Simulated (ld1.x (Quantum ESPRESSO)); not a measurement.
# vanadium: one change to an RRKJ potential, before and after

```json
{
  "Element": "V",
  "Generator": "ld1.x (Quantum ESPRESSO) 7.5",
  "Type": "norm-conserving RRKJ (Kleinman–Bylander form)",
  "Functional": "LDA (PZ)",
  "Relativity": "fully relativistic",
  "Frozen core": "[Ne]",
  "Valence charge": "13",
  "Reference configuration": "3s2 3p6 3d3 4s0 4p0 (charge +2)",
  "Partial waves": "3s (bound): rc 1.35 bohr; 3p (bound): rc 1.65 bohr; 3d (bound): rc 1.55 bohr",
  "Local potential": "the d channel",
  "Core correction": "Bessel-smoothed model core, default radius (core density twice the valence density)"
}
```

Open shells are filled in proportion to 2j + 1 (rel_dist='average').

All-electron outer shells of the reference configuration (LDA (PZ), scalar-relativistic, ld1.x):

| shell | level (eV) | outermost node (bohr) | outermost maximum (bohr) |
| --- | --- | --- | --- |
| 2p | -519.37 | – | 0.21 |
| 3s | -86.45 | 0.38 | 0.82 |
| 3p | -60.57 | 0.35 | 0.84 |
| 3d | -21.59 | – | 0.88 |
| 4s | -17.89 | 1.16 | 2.43 |
| 4p | -12.94 | 1.27 | 2.86 |

Change: wave 3s (bound): rc 1.35 bohr becomes 3s (bound): rc 1.24 bohr.

Cutoffs: the cutoffs (Ry, on a coarse ladder) from which the occupation-weighted sum of valence levels, in a spherical-Bessel basis at the reference potential, stays within 10 and 1 mRy of its value at 400 Ry; they do not see the model core or the augmentation charge, which bear on the density cutoff. Errors are all-electron minus pseudo energies relative to the spin-unpolarised reference configuration.

**Question.** How do hardness, ghosts and transferability respond?

**Answer.** The potential gets neither clearly harder nor softer (90 Ry and 100 Ry → 90 Ry and 110 Ry); the d channel sets the loose cutoff, while the largest relative change is in s, which becomes harder; of the 7 tests that both files solve, the error grows in 0 and shrinks in 5 by more than 15 % and 0.3 meV (median size 138.2 → 41.4 meV); neither file shows a bound ghost. Less of the atom is replaced, so other configurations are described better.

```csv
quantity,base,changed
"cutoff, loose",90 Ry,90 Ry
"cutoff, tight",100 Ry,110 Ry
loose cutoff by channel (10 mRy a level),"s 50 Ry, p 35 Ry, d 80 Ry","s 60 Ry, p 35 Ry, d 80 Ry"
bound ghosts,none,none
"error for 3s2 3p6 3d3 4s2 4p0, meV [ΔE -22.49 eV]",+134,-73
"error for 3s2 3p6 3d3 4s1 4p0, meV [ΔE -14.55 eV]",+100,-41
"error for 3s2 3p6 3d2 4s0 4p0, meV [ΔE 29.16 eV]",+11,+9.5
"error for 3s2 3p6 3d3 4s0 4p2, meV [ΔE -15.49 eV]",-138,-138
"error for 3s2 3p6 3d2 4s2 4p1, meV [ΔE -16.58 eV]",+239,-107
"error for 3s2 3p5 3d3 4s2 4p0, meV [ΔE 28.40 eV]",+452,-15
"error for 3s2 3p6 3d2 4s2 4p0, meV [ΔE -11.27 eV]",+399,-9.0
s: phases at 1.79 bohr within 0.05 rad from the reference energy up to (Ry; the scan ends near 5),-0.8,-0.1
p1/2: phases at 1.79 bohr within 0.05 rad from the reference energy up to (Ry; the scan ends near 5),0.2,0.2
p3/2: phases at 1.79 bohr within 0.05 rad from the reference energy up to (Ry; the scan ends near 5),0.3,0.3
d3/2: phases at 1.79 bohr within 0.05 rad from the reference energy up to (Ry; the scan ends near 5),1.4,1.4
d5/2: phases at 1.79 bohr within 0.05 rad from the reference energy up to (Ry; the scan ends near 5),1.5,1.5
```
